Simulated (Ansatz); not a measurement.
Cost and result for the atomization energy of CH6AlClGe (`[CH3][GeH2][AlH][Cl]`) (10 atoms, 9 bonds).

Z-matrix (Å, degrees):
```
C
Ge 1 1.961
H 1 1.090 2 110.2
H 1 1.090 2 110.2 3 120.2
H 1 1.090 2 110.1 3 -120.2
Al 2 2.471 1 112.7 3 178.9
H 2 1.546 1 109.2 3 56.9
H 2 1.546 1 109.3 3 -58.3
Cl 6 2.109 2 116.4 1 -5.3
H 6 1.582 2 127.7 1 174.9
```

Total charge 0; spin multiplicity 1. Correlated methods include outer-core shells of Ge, which these sets cover unevenly. Scalar relativity is left out up to krypton. All single points use the PBE0-D4/def2-TZVP geometry. It is one conformer, not always the lowest. Program: Ansatz. All runs use 4 threads of an Intel Xeon Platinum 8259CL on a shared host. Times are those of one run each, without the atoms' runs, and a repeat can differ threefold. Electronic energies, without spin–orbit coupling; frozen cores. CCSD(T)/CBS adds CCSD(T) − MP2 in def2-TZVPP to the MP2 limit, and its time is that of the two runs behind it. T1 = 0.011. With those shells the extrapolation isn't a true limit. B3LYP takes the VWN-RPA correlation (the form of Gaussian; ORCA's B3LYP/G).

CCSD(T)/CBS is a level of theory with its own doubt, some kJ/mol a heavy atom from the limit and from the frozen cores, so smaller differences don't rank the functionals.

| level | functions | wall time |
| --- | --- | --- |
| PBE-D4/def2-TZVPP (with forces) | 247 | 2.9 s |
| PBE0-D4/def2-TZVPP | 247 | 4.2 s |
| r2SCAN-D4/def2-TZVPP (with forces) | 247 | 5.5 s |
| B2PLYP/def2-TZVPP | 247 | 6.5 s |
| B3LYP-D4/def2-TZVPP (with forces) | 247 | 7 s |
| ωB97X-V/def2-TZVPP | 247 | 9.5 s |
| ωB97M-V/def2-TZVPP (with forces) | 247 | 13 s |
| MP2/def2-QZVPP | 466 | 27 s |
| CCSD(T)/def2-TZVPP | 247 | 99 s |
| CCSD(T)/CBS(def2) | – | 2.1 min |

(1) What atomization energy does each give, and how far from CCSD(T)/CBS? (Best estimate.)

Results:

(1) Ansatz gave: 
| level | atomization (kcal/mol) | difference from CCSD(T)/CBS | per bond |
| --- | --- | --- | --- |
| PBE-D4/def2-TZVPP (with forces) | 736.8 | -4.9 | -0.5 |
| PBE0-D4/def2-TZVPP | 734.0 | -7.7 | -0.9 |
| r2SCAN-D4/def2-TZVPP (with forces) | 742.0 | 0.3 | 0.0 |
| B2PLYP/def2-TZVPP | 727.3 | -14.4 | -1.6 |
| B3LYP-D4/def2-TZVPP (with forces) | 733.3 | -8.4 | -0.9 |
| ωB97X-V/def2-TZVPP | 742.6 | 0.9 | 0.1 |
| ωB97M-V/def2-TZVPP (with forces) | 737.2 | -4.5 | -0.5 |
| MP2/def2-QZVPP | 736.4 | -5.3 | -0.6 |
| CCSD(T)/def2-TZVPP | 726.0 | -15.7 | -1.7 |
| CCSD(T)/CBS(def2) | 741.7 | 0.0 | 0.0 |

From PBE to PBE0 (25 % exact exchange), in def2-TZVPP and without D4, the atomization energy moves by −2.1 kcal/mol: exact exchange takes away binding that semilocal exchange gives to molecules. In def2-TZVPP, CCSD(T) changes the Hartree–Fock value by +164.3 kcal/mol (the triples alone add +8.3 kcal/mol) and MP2 by +165.6 kcal/mol; breaking electron pairs costs correlation energy, which Hartree–Fock lacks. The D4 term adds +7.9 kcal/mol with B3LYP and +4.2 kcal/mol with PBE0; it sums over pairs of atoms, weighted by their polarisabilities, and B3LYP, whose exchange is more repulsive, gets the larger term.
